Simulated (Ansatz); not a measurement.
Spectroscopic constants of SnN, multiplicity 4 (an upper state: multiplicity 2 came lower at CCSD(T)/def2-TZVPP on PBE0 minima). No spin–orbit coupling.

The constants come from a fifth-degree fit in 1/R (seven points, main isotopes). Runs in def2 and cc sets follow the lowest solution found near the PBE0 minimum.

The values were computed with Ansatz (an electronic-structure program). Each number belongs to the level named beside it. In def2 rows elements past Kr take small-core potentials, without spin–orbit coupling.

Energies at wB97X-V/def2-TZVPP:

| R (Å) | E (hartree) |
|---|---|
| 2.042998 | -268.86081093 |
| 2.097918 | -268.86425143 |
| 2.148443 | -268.86579998 |
| 2.205560 | -268.86606664 |
| 2.262676 | -268.86509259 |
| 2.328579 | -268.86279510 |
| 2.405466 | -268.85896883 |

### Question
With a reduced mass of 12.5387 u, find the minimum, the force constant and the constants.

### Answer
A fifth-degree polynomial in 1/R puts the minimum at r_e = 2.1875 Å with force constant 179 N/m. Then ω_e = (1/2πc)√(k/μ) = 492 cm⁻¹ and B_e = h/(8π²cμr_e²) = 0.2810 cm⁻¹; the cubic and quartic terms give α_e = 0.0021 and ω_e x_e = 2.7 cm⁻¹.
